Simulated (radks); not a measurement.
Task: The mean radii <r> (bohr) of the occupied orbitals of an atom or ion are listed with their occupations. Method: scalar-relativistic Kohn-Sham, PBE, spin-unpolarised, spherical densities, point nucleus; computed with a radial shooting solver on a logarithmic mesh with Libxc functionals.

| orbital | occ. | <r> |
|---|---|---|
| 1s | 2 | 0.01803 |
| 2s | 2 | 0.07621 |
| 2p | 6 | 0.06834 |
| 3s | 2 | 0.1974 |
| 3p | 6 | 0.1979 |
| 3d | 10 | 0.1792 |
| 4s | 2 | 0.4405 |
| 4p | 6 | 0.4686 |
| 4d | 10 | 0.4999 |
| 5s | 2 | 1.037 |
| 5p | 6 | 1.213 |
| 4f | 14 | 0.5809 |
| 6s | 1 | 3.174 |
| 5d | 6 | 2.028 |

Name the element and its charge.

Result: Z = 75, rhenium, charge 0: Re in [Xe] 4f14 5d6 6s1. The 1s radius gives Z: for a bare nucleus <r> = (2 gamma + 1)/(2Z) with gamma = sqrt(1 - (Z/c)^2), 0.01783 bohr for Z = 75, and screening makes it slightly larger (0.01803 here). The occupations add up to 75, and the charge is Z minus that.
